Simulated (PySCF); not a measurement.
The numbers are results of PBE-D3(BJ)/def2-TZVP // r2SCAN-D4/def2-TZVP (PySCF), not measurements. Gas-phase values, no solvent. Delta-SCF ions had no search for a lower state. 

Reference species (SMILES): `C=C=N` (neutral, multiplicity 1).

```json
{
  "vertical ionisation energy (Delta-SCF)": "9.34 eV",
  "S1 oscillator strength": "0.001",
  "dipole_moment": "1.42 D"
}
```

Changed species: `NC#C`.

**Question.** Give the shifts of the vertical ionisation energy (Delta-SCF), S1 oscillator strength and dipole moment.

**Answer.** the vertical ionisation energy (Delta-SCF) falls by 0.40 eV, to 8.94 eV; the S1 oscillator strength is nearly the same; the dipole moment increases by 0.51 D, to 1.93 D.
